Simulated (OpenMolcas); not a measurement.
## Multiconfigurational calculation on Xe III

Input:

```
&GATEWAY
Coord
1

Xe 0.0 0.0 0.0
Basis=ANO-R3
Group=XYZ
NoMove
AngMom=0.0 0.0 0.0
AMFI
&SEWARD
* reference wave functions (RASSCF and RASSI steps not shown): 4 electrons in 3 orbitals (5p)
>>> COPY JOB001 $Project.JobIph
&CASPT2
Multistate=3 1 2 3
Frozen=9 9
IPEA=0.2
Sig1=0.3
MaxIter=60
WThr=0.0 0.3 0.05
PrWF=0.5
NoMix
>>> COPY JOB002 $Project.JobIph
&CASPT2
Multistate=6 1 2 3 4 5 6
Frozen=9 9
IPEA=0.2
Sig1=0.3
MaxIter=60
WThr=0.0 0.3 0.05
PrWF=0.5
NoMix
```

Launched by
```bash
OMP_NUM_THREADS=1 MOLCAS_MEM=2252 MOLCAS_PROJECT=a pymolcas a.inp > a.log  # once for each step of the input, in one work folder
```

Output, cut to the results:

```
--- CASPT2 ---
Orbital specifications:
      -----------------------

      Symmetry species                           1   2
                                                ag  au
      Frozen orbitals                            9   9
      Inactive orbitals                          6   0
      Active orbitals                            0   3
      Secondary orbitals                        45  59
      Deleted orbitals                           0   0
      Number of basis functions                 60  71
Type of calculation                        MS-CASPT2
      Fock operator                              state-specific
      IPEA shift                                 0.20
      Real shift                                 0.00
      Imaginary shift                            0.00
      Sigma^1 regularizer                        0.30
      The input orbitals will be transformed to quasi-canonical
Reference energy:       -7442.3946250162
      E2 (Non-variational):      -0.6897752407
      Shift correction:          -0.0001452194
      E2 (Variational):          -0.6899204602
      Total energy:           -7443.0845454764
      Residual norm:              0.0000001283
      Reference weight:           0.90436
      Contributions to the CASPT2 correlation energy
      Active & Virtual Only:         -0.0532031087
      One Inactive Excited:          -0.1673406874
      Two Inactive Excited:          -0.4692314446
Reference energy:       -7442.3946250162
      E2 (Non-variational):      -0.6897752407
      Shift correction:          -0.0001452194
      E2 (Variational):          -0.6899204602
      Total energy:           -7443.0845454764
      Residual norm:              0.0000001283
      Reference weight:           0.90436
      Contributions to the CASPT2 correlation energy
      Active & Virtual Only:         -0.0532031087
      One Inactive Excited:          -0.1673406874
      Two Inactive Excited:          -0.4692314446
::    CASPT2 Root  1     Total energy:  -7443.08454548
::    CASPT2 Root  2     Total energy:  -7443.08454548
::    CASPT2 Root  3     Total energy:  -7443.08454548
::    MS-CASPT2 Root  1     Total energy:  -7443.08454548
::    MS-CASPT2 Root  2     Total energy:  -7443.08454548
::    MS-CASPT2 Root  3     Total energy:  -7443.08454548
--- CASPT2 ---
Orbital specifications:
      -----------------------

      Symmetry species                           1   2
                                                ag  au
      Frozen orbitals                            9   9
      Inactive orbitals                          6   0
      Active orbitals                            0   3
      Secondary orbitals                        45  59
      Deleted orbitals                           0   0
      Number of basis functions                 60  71
Type of calculation                        MS-CASPT2
      Fock operator                              state-specific
      IPEA shift                                 0.20
      Real shift                                 0.00
      Imaginary shift                            0.00
      Sigma^1 regularizer                        0.30
      The input orbitals will be transformed to quasi-canonical
Reference energy:       -7442.3386681295
      E2 (Non-variational):      -0.7030223330
      Shift correction:          -0.0002540259
      E2 (Variational):          -0.7032763588
      Total energy:           -7443.0419444883
      Residual norm:              0.0000001442
      Reference weight:           0.89813
      Contributions to the CASPT2 correlation energy
      Active & Virtual Only:         -0.0621514012
      One Inactive Excited:          -0.1711651687
      Two Inactive Excited:          -0.4697057631
Reference energy:       -7442.3386681295
      E2 (Non-variational):      -0.7027766143
      Shift correction:          -0.0002524862
      E2 (Variational):          -0.7030291005
      Total energy:           -7443.0416972300
      Residual norm:              0.0000001498
      Reference weight:           0.89823
      Contributions to the CASPT2 correlation energy
      Active & Virtual Only:         -0.0619303718
      One Inactive Excited:          -0.1711380483
      Two Inactive Excited:          -0.4697081943
::    CASPT2 Root  1     Total energy:  -7443.04194449
::    CASPT2 Root  2     Total energy:  -7443.04169723
::    CASPT2 Root  3     Total energy:  -7443.04123673
::    CASPT2 Root  4     Total energy:  -7443.04194449
::    CASPT2 Root  5     Total energy:  -7443.04193728
::    CASPT2 Root  6     Total energy:  -7442.97084056
::    MS-CASPT2 Root  1     Total energy:  -7443.04227904
::    MS-CASPT2 Root  2     Total energy:  -7443.04202971
::    MS-CASPT2 Root  3     Total energy:  -7443.04186742
::    MS-CASPT2 Root  4     Total energy:  -7443.04150308
::    MS-CASPT2 Root  5     Total energy:  -7443.04122608
::    MS-CASPT2 Root  6     Total energy:  -7442.97069545
```

Levels above the lowest, from the spin-orbit matrix with the single-state CASPT2 energies, averaged by term, on its diagonal:

```csv
Configuration,Term,J,E (cm-1),Measured (cm-1),g,Term weight %,Second
5s2 5p4,3P,2,0.0,0.0,1.448,89,11 1D
5s2 5p4,3P,0,7880,8130,,83,17 1S
5s2 5p4,3P,1,8870,9794,1.501,100,
5s2 5p4,1D,2,16430,17099,1.053,89,11 3P
5s2 5p4,1S,0,34810,36103,,83,17 3P
```

Against the 4 measured excited levels shown (Saloman, J. Phys. Chem. Ref. Data 33, 765 (2004)) the mean absolute deviation is 790 cm-1; the largest miss in energy is 5s2 5p4 1S0: computed 34810, measured 36103 cm-1 (-3.6 %), and the largest in proportion 5s2 5p4 3P1 (-9.5 %).

CASPT2 does not keep the components of a term degenerate, so their means are used; among the terms shown or strongly mixed into the levels shown the widest spread is 160 cm-1 (5s2 5p4 1D). Terms from blocks run as CI alone lack orbitals of their own. With the s shell closed, the reference lacks s² → p² mixing. Measured partners are found by configuration, term and J. A level has none where our copy of the source lacks it or the pairing is in doubt (some pairs that miss far off the trend of their configuration count as doubtful), and it then counts in no deviation. Levels of configurations outside the active space are missing.

The term weight is that of the spin-free term in the level, not the purity of its configuration.
